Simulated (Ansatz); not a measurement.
Energy profile

The step: SiH₃Cl ([SiH3][Cl]) + NH₃ + HF → SiH₂ClF ([F][SiH2][Cl]) + NH₃ + H₂; bonds formed: Si1–F7, H2–H8, H6–N9; bonds broken: Si1–H2, H6–F7, H8–N9 (atoms numbered as in the saddle structure below).

Si1  (-0.042, 1.410, -0.649)
H2  (-0.649, -0.122, -0.631)
H3  (0.966, 1.149, -1.707)
H4  (0.006, 2.834, -0.222)
Cl5  (-1.908, 1.721, -1.688)
H6  (0.748, -0.986, 1.395)
F7  (0.707, 0.938, 0.795)
H8  (-0.284, -0.873, 0.016)
N9  (0.192, -1.643, 0.848)
H10  (-0.520, -2.080, 1.421)
H11  (0.784, -2.349, 0.424)
(Å)

Electronic energies by CCSD(T) at an estimated basis limit (MP2 extrapolated from triple and quadruple zeta, plus CCSD(T) − MP2 in triple zeta), on PBE0-D4/def2-TZVP structures; SiNH7ClF, singlet; no counterpoise correction. Ansatz 0.2.0; basis: def2-TZVPP and def2-QZVPP; cores frozen in the correlated methods. Extrapolation: Hartree–Fock as exp(−7.88 √X), correlation as X^−2.97.

(1) Give the profile in kcal/mol, counted from the separated reactants. (Judge from chemistry; the value comes from the calculation.)

No T1 diagnostic of these runs exceeds 0.011.

Results:

(1) The calculation gives:
```json
{"point": "separated: SiH3Cl (linked as [SiH3][Cl]; Si1, H2, H3, H4, Cl5; singlet) + HF (H6, F7; singlet) + NH3 (H8, N9, H10, H11; singlet)", "kcal/mol": "0.00"}
{"point": "start structure", "kcal/mol": "-16.42"}
{"point": "saddle", "kcal/mol": "5.84"}
{"point": "end structure", "kcal/mol": "-32.49"}
{"point": "separated: SiH2ClF (linked as [F][SiH2][Cl]; Si1, H3, H4, Cl5, F7; singlet) + H2 (H2, H8; singlet) + NH3 (H6, N9, H10, H11; singlet)", "kcal/mol": "-28.45"}
```

For scale, one of the runs: CCSD(T)/def2-TZVPP, 244 basis functions, launched by `ansatz run in.yaml --threads 4 --pin off --events-out ev --progress --plain --max-ram 9574MiB`. The run took 2.2 min on 4 CPU threads of an Arm Neoverse V2 (shared host), with 4.8 GiB of host memory at its peak.
